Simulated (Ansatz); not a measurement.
`C[SiH](N)[AlH2]` + `NCCN` → `N[SiH2][AlH2]` + `CC(N)CN`  (formal exchange of groups at the Si–C bond)

Isolated molecules relaxed with PBE0-D4/def2-TZVP in Ansatz; ΔE leaves out vibrations. CCSD(T)/CBS is the MP2 limit (def2-TZVPP, def2-QZVPP) plus CCSD(T) − MP2 in def2-TZVPP, frozen cores. DFT in def2-TZVPP. B3LYP here is the variant with VWN-RPA as its local correlation; programs differ in this. Each species was taken in one conformer, which may not be the lowest.

`C[SiH](N)[AlH2]`:

Cartesian coordinates in Å:
```
C 0.709 1.571 -0.220
Si 0.084 -0.043 0.527
N -1.600 -0.066 0.930
Al 0.492 -1.985 -0.933
H 0.225 1.788 -1.176
H 0.513 2.409 0.455
H 1.789 1.524 -0.389
H 0.823 -0.204 1.819
H -2.287 -0.276 0.224
H -1.978 0.555 1.628
H 1.943 -2.610 -1.134
H -0.713 -2.663 -1.730
```

`NCCN`:

Z-matrix (Å, degrees):
```
C
C 1 1.521
N 1 1.455 2 110.8
H 1 1.104 2 108.9 3 125.5
H 1 1.095 2 108.6 3 -118.7
N 2 1.452 1 115.9 3 -60.1
H 2 1.095 1 108.8 3 177.5
H 2 1.094 1 108.6 3 61.3
H 3 1.013 1 110.3 2 71.9
H 3 1.012 1 110.8 2 -170.3
H 6 1.013 2 111.4 1 -54.7
H 6 1.012 2 110.9 1 65.6
```

`N[SiH2][AlH2]`:

Z-matrix (Å, degrees):
```
Si
Al 1 2.457
N 1 1.731 2 109.3
H 1 1.503 2 109.4 3 -126.4
H 1 1.493 2 111.4 3 118.8
H 2 1.590 1 121.3 3 -164.1
H 2 1.593 1 120.4 3 16.9
H 3 1.008 1 120.2 2 178.6
H 3 1.007 1 119.2 2 -39.1
```

`CC(N)CN`:

Cartesian coordinates in Å:
```
C 1.248 -0.105 0.812
C 0.298 0.567 -0.159
N -0.752 1.247 0.591
C -0.366 -0.431 -1.113
N -1.180 -1.459 -0.495
H 2.028 -0.653 0.278
H 0.710 -0.802 1.459
H 1.739 0.632 1.454
H 0.885 1.262 -0.783
H -1.299 1.844 -0.018
H -0.358 1.838 1.312
H -0.998 0.135 -1.808
H 0.405 -0.909 -1.725
H -0.598 -2.137 -0.021
H -1.763 -1.027 0.215
```

Q: Is it downhill or uphill in electronic energy at CCSD(T)/CBS, and by how much? (Estimate.)

A: Computed: Uphill: ΔE = +6.1 kcal/mol.

Q: What do these levels give: PBE-D4, ωB97X-V, ωB97M-V, B3LYP, MP2/def2-TZVPP, MP2/def2-QZVPP? (Best estimate.)

A: Ansatz gave: PBE-D4 6.7, ωB97X-V 5.7, ωB97M-V 6.2, B3LYP 7.2, MP2/def2-TZVPP 5.7, MP2/def2-QZVPP 6.1 kcal/mol.

Largest T1 diagnostic among the species: 0.011.
